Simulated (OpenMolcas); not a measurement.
## 4f ions of charge +4 along the row

```
Program             : OpenMolcas
Method              : CASSCF
Basis               : ANO-R3
Scalar Hamiltonian  : X2C, finite nucleus
Spin-orbit coupling : RASSI with atomic mean-field integrals over the reference wave functions, term energies averaged over their components
```

Active space: the 4f shell.

ζ = ±2S·A comes from the whole width of the ground multiplet by E(J) = (A/2) J(J+1), where its levels are at least 85 % pure. Energies in cm-1.

```tsv
Ion	Configuration	Lowest level	Weight (%)	g	g, pure LS	Next level	E	E measured	ζ	ζ measured
Nd4+	4f²	³H₄	97	0.806	0.800	³H₅	2955	2834	1099	1044
Pm4+	4f³	⁴I°_9/2	97	0.732	0.727	⁴I°_11/2	2532		1244	
Sm4+	4f⁴	⁵I₄	98	0.604	0.599	⁵I₅	1988		1367	
Eu4+	4f⁵	⁶H°_5/2	96	0.295	0.284	⁶H°_7/2	1364		1552	
Gd4+	4f⁶	⁷F₀	94			⁷F₁	489		1876	
Dy4+	4f⁸	⁷F₆	96	1.494	1.501	⁷F₅	2526		2017	
Ho4+	4f⁹	⁶H°_15/2	94	1.326	1.334	⁶H°_13/2	4254		2311	
Er4+	4f¹⁰	⁵I₈	94	1.242	1.251	⁵I₇	6094		2474	
Tm4+	4f¹¹	⁴I°_15/2	97	1.197	1.200	⁴I°_13/2	7721			
Yb4+	4f¹²	³H₆	99	1.166	1.167	³F₄ [55 %]	7291
```

Measured columns use the levels in the list in Carvajal Gallego et al., Mon. Not. R. Astron. Soc. 518, 332 (2023) (Nd4+).

The computed ζ goes from 1099 (Nd4+) to 2474 cm-1 (Er4+), a factor of 2.25, rising at every step.

Without dynamic correlation excited terms often stand tens of per cent too high (terms of higher spin than the ground term too low), and those without a measured partner can miss by more than the paired ones. Some levels mix across a computed gap that differs much from the measured one, so their mixing is not that of the real levels (holds for Nd4+). High states are left out of the spin-orbit mixing, which shifts the levels that they would mix with (holds for Pm4+; Sm4+; Eu4+; Gd4+; Dy4+; Ho4+; Er4+; Tm4+). Terms from blocks run as CI alone lack orbitals of their own (holds for Gd4+). Some high roots are left out of the spin-orbit mixing, which shifts the levels that they would mix with (holds for Yb4+). Computed and measured levels are paired by configuration, term and J; levels that our copy of the source lacks, or whose pairing is in doubt (as where it misses far off the trend of its configuration), stay unpaired and out of the deviations. Only configurations of the active space appear.

A share in square brackets marks a mixed level and gives the weight of the term that names it, the lowest over the columns. ° marks odd parity.
